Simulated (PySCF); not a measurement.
A structure optimised at ωB97X-D3(BJ)/def2-SVP, used in a PySCF frequency run:

```
C
C 1 1.3547
H 2 1.0988 1 126.54
C 1 1.4298 2 128.13 3 0.00
N 4 1.1588 2 156.47 3 0.00
C 2 1.5223 3 125.59 1 180.00
H 6 1.1021 2 113.57 3 62.14
H 6 1.1021 7 108.26 2 127.10
Si 1 1.8791 2 91.20 3 180.00
H 9 1.4887 1 116.83 2 -113.65
H 9 1.4887 10 109.65 1 135.86
```
Charge 0, spin multiplicity 1.

### Question
Write its SMILES, formula and point group.

### Answer
N#CC1=CC[SiH2]1, C₄H₅NSi, Cs

### Question
What are its rotational constants (standard atomic weights)?

### Answer
7.0328, 1.9174, 1.5491 GHz
